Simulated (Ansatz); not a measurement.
Program: Ansatz. Geometries: PBE0-D4/def2-TZVP. ΔE: electronic, gas phase. CBS: MP2 limit from def2 TZ/QZ plus the TZ coupled-cluster correction, frozen cores. This one scheme is used for every species. Functionals use def2-TZVPP. Triplets are unrestricted, without spin–orbit coupling. One conformer a species, not always the lowest.

Reaction (formal loss of a carbene): `C[B-](C)(C)[OH2+]` → `[CH2]` (triplet) + `C[BH-](C)[OH2+]`

`C[B-](C)(C)[OH2+]`:

```xyz
16

C     0.839    0.533   -1.203
B    -0.100   -0.033   -0.034
C    -0.391   -1.601   -0.059
C    -1.291    0.918    0.437
O     1.002    0.077    1.420
H     0.279    0.517   -2.145
H     1.740   -0.067   -1.380
H     1.151    1.575   -1.058
H    -0.887   -1.961    0.847
H     0.502   -2.216   -0.223
H    -1.064   -1.823   -0.895
H    -0.991    1.962    0.597
H    -1.788    0.567    1.347
H    -2.056    0.945   -0.347
H     1.247    1.006    1.506
H     1.809   -0.399    1.191
```

`[CH2]` (triplet):

```xyz
3

C    -0.252   -0.080    0.080
H    -0.212    0.968   -0.175
H     0.464   -0.887    0.095
```

`C[BH-](C)[OH2+]`:

Z-matrix (Å, degrees):
```
C
B 1 1.591
H 1 1.094 2 113.5
H 1 1.099 2 113.5 3 123.7
H 1 1.095 2 109.0 3 -118.6
C 2 1.598 1 117.3 3 -171.3
O 2 1.760 1 102.3 3 -58.4
H 2 1.212 1 115.9 3 47.4
H 6 1.097 2 114.3 1 171.3
H 6 1.096 2 108.8 1 -70.9
H 6 1.098 2 113.6 1 46.9
H 7 0.965 2 107.4 1 -61.8
H 7 0.964 2 107.1 1 -176.1
```

```
         level  ΔE (kcal/mol)
     r2SCAN-D4          108.2
CCSD/CBS(def2)          110.6
```

Q: What does CCSD(T)/CBS give? (Estimate.)

A: The calculation gave: +113.4 kcal/mol. The listed levels differ from it by -5.2, -2.8 kcal/mol.

Q: What do rigid-rotor, harmonic-oscillator terms from PBE0-D4/def2-TZVP frequencies (298.15 K, 1 bar) make of the CCSD(T)/CBS value? (Best estimate.)

A: The calculation gave: ΔZPE = -6.4 kcal/mol, ΔH = +108.1 kcal/mol, ΔS = 154 J/(mol·K), ΔG = +97.1 kcal/mol. Open shells count their whole term as degenerate. Modes under 50 cm⁻¹ make the entropy rough.

Largest T1 diagnostic among the species: 0.011.

Leaving LDA and LC-ωPBE aside and taking each functional with its dispersion term where it has one, the values, not all of them listed here, spread over 8.3 kcal/mol, from r2SCAN0-D4 to ωB97X-V. LDA lies +17.6 kcal/mol from PBE without D4. The D4 term adds +3.1 kcal/mol with B3LYP and +1.7 kcal/mol with PBE0; it sums over pairs of atoms, weighted by their polarisabilities, and B3LYP, whose exchange is more repulsive, gets the larger term. At CCSD(T), def2-SVP lies −4.5 kcal/mol from the extrapolated value and def2-TZVPP −2.7 kcal/mol.

B3LYP here is the variant with VWN-RPA as its local correlation; programs differ in this.
